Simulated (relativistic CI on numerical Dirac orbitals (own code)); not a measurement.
# Al IV: calculation against measurement

Computed by Dirac-Coulomb-Breit CI, orbitals from a KLI potential per configuration, model QED (radiative potential, 1s self-energy scaled to tabulated hydrogen-like ionisation energies), valence Slater integrals scaled by 0.85, P86 correlation energy added to each configuration (own radial code, finite nucleus).

Configurations in the expansion (outside the closed core 1s2): 2s2 2p6, 2s2 2p5 3s, 2s2 2p5 3p, 2s2 2p5 3d, 2s2 2p5 4s, 2s2 2p5 4p, 2s2 2p5 4d, 2s2 2p5 4f, 2s2 2p5 5s, 2s2 2p5 5p, 2s2 2p5 5d, 2s2 2p5 5f, 2s2 2p5 5g, 2s2 2p4 3s2, 2s 2p6 3s, 2s2 2p4 3s 3p, 2s 2p6 3p, 2s2 2p4 3p2, 2s2 2p4 3s 3d, 2s 2p6 3d, 2s2 2p4 3p 3d. Levels of other configurations are missing.

```tsv
Configuration	Term (tabulated)	J	Measured (cm⁻¹)	Computed	Error	Purity (%)
2s2 2p6	1S	0	0.0	0	0	100
2s2 2p5 3s	3P°	1	618473.9	616653	-1820	91
2s2 2p5 3s	1P°	1	624717.5	622376	-2342	91
2s2 2p5 3p	3S	1	671632.5	671655	23	98
2s2 2p5 3p	1S	0	714096.9	713381	-716	95
2s2 2p5 3d	3P°	0	759193.4	757116	-2078	100
2s2 2p5 3d	3P°	1	759596.8	757508	-2089	98
2s2 2p5 3d	3P°	2	760472.3	758349	-2123	93
2s2 2p5 3d	3F°	4	761688.4	759474	-2215	100
2s2 2p5 3d	3F°	3	762272.5	760077	-2195	74
2s2 2p5 3d	3F°	2	763613.6	761296	-2318	74
2s2 2p5 3d	3D°	1	766880.8	764276	-2605	88
2s2 2p5 3d	3D°	3	767345.5	764769	-2576	63
2s2 2p5 3d	3D°	2	767750.6	765086	-2664	60
2s2 2p5 3d	1P°	1	770836.9	768949	-1888	88
```

Measured levels from NIST levels in Kelleher and Podobedova, J. Phys. Chem. Ref. Data 37, 709 (2008); Martin and Zalubas, J. Phys. Chem. Ref. Data 8, 817 (1979); pairs were made by configuration, J and term (by order where the table uses no LS term), so strongly mixed levels may be paired wrongly.

Mean error by configuration (cm⁻¹): 2s2 2p5 3s -2081; 2s2 2p5 3p -347; 2s2 2p5 3d -2275. Over the excited levels the mean absolute error is 1975 cm⁻¹ (14 of the 16 excited levels that our extract of the source holds in range could be paired, and the others can miss by more), and the median relative error of those above 1,000 cm⁻¹ is 0.29 %.
